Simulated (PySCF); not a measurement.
C$_{4}$H$_{5}$ (SMILES [CH2]C#CC), doublet, geometry from GFN2-xTB. Base run: PySCF with WB97X/def2-SV(P).

PySCF was given this input:
```python
from pyscf import gto, scf, dft

mol = gto.M(
    atom='''
C    -0.01669866   -0.14473260    2.05451619
C    -0.00572650   -0.05021694    0.70569704
C     0.00420741    0.03413279   -0.51310411
C     0.01585773    0.13725248   -1.95067878
H    -0.94506085   -0.19981979    2.59400011
H     0.90273351   -0.16585290    2.61141141
H    -0.00059800    1.18728795   -2.25276024
H     0.91722312   -0.32377874   -2.35724285
H    -0.86013765   -0.35645090   -2.37399048
''',
    basis='def2-sv(p)',
    spin=1,
    verbose=5,
)

mf = dft.UKS(mol)
mf.xc = 'wb97x'
mf.kernel()
mf.analyze()
```

Variants of this job, named by their change:

```csv
change,ΔE vs base (µEh),grid points,electrons on the grid
base,0.0,105512,29.00001
grids.prune = dft.gen_grid.sg1_prune,-147,46840,29.00000
"grids.atom_grid = (30, 110)",872,22152,29.00006
grids.radi_method = gauss_chebyshev,7.9,102528,29.00001
"grids.atom_grid = (75, 302)",0.5,130664,29.00001
grids.level = 4,3.7,192976,29.00000
grids.prune = off,0.6,166104,29.00001
grids.becke_scheme = stratmann,1.1,105512,29.00001
"grids.atom_grid = (50, 194)",-50.0,59416,28.99997
grids.radi_method = mura_knowles,-0.6,100112,29.00001
grids.level = 2,3.3,71696,29.00001
```

Open shells are given as the SCF converged; they aren't shown to be the lowest states, and a large step between rows can be another state.
